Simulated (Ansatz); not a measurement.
disilylmethane (CH₈Si₂), singlet, geometry from GFN2-xTB; SVWN5/def2-TZVPD (Ansatz, an electronic-structure program).

The Ansatz input:
Ansatz 0.2 input:
```yaml
crystal:
  periodic: [false, false, false]
  atoms:
    - {symbol: Si, position_ang: [1.46950070, 0.67524300, -0.00431472]}
    - {symbol: C, position_ang: [0.24995850, -0.77336248, -0.14074454]}
    - {symbol: Si, position_ang: [-1.58286457, -0.32449931, 0.06814671]}
    - {symbol: H, position_ang: [2.83970087, 0.18299439, -0.18517777]}
    - {symbol: H, position_ang: [1.18101404, 1.66895244, -1.04054280]}
    - {symbol: H, position_ang: [1.35867644, 1.29737643, 1.31671504]}
    - {symbol: H, position_ang: [0.51380546, -1.52489859, 0.60468436]}
    - {symbol: H, position_ang: [0.38453397, -1.25453083, -1.11051382]}
    - {symbol: H, position_ang: [-1.98252766, 0.63279647, -0.96544211]}
    - {symbol: H, position_ang: [-1.80486526, 0.26122046, 1.39181573]}
    - {symbol: H, position_ang: [-2.40299462, -1.53414758, -0.06071914]}
basis:
  gaussian:
    orbitals: def2-TZVPD
hamiltonian:
  xc: {name: SVWN5}
```

What the program printed (banner, timings and long lists left out):

```
Functional definition: SVWN5
1132 factors; their error is unknown
mean field evaluation 1: about -16838.6289 eV, gradient 6.4e1 eV
mean field evaluation 2: about -16817.7972 eV, gradient 9.7e1 eV
mean field evaluation 4: about -16848.5211 eV, gradient 3.6e0 eV
mean field evaluation 8: about -16848.5649 eV, gradient 4.6e-2 eV
mean field evaluation 16: about -16848.5445 eV, gradient 1.4e-5 eV
mean field -16848.54451517 eV, -619.1725905789 hartree, gradient 1.4e-5 eV, S^2 0.000000; 0 other end points of the search recorded, 0 dependent functions left out
reference -16848.54456499 eV, -619.1725924096 hartree; 21, 21 occupied and 174, 174 virtual orbitals, 1132 factors
Total energy: -16848.54456499 eV, -619.1725924096 hartree
```
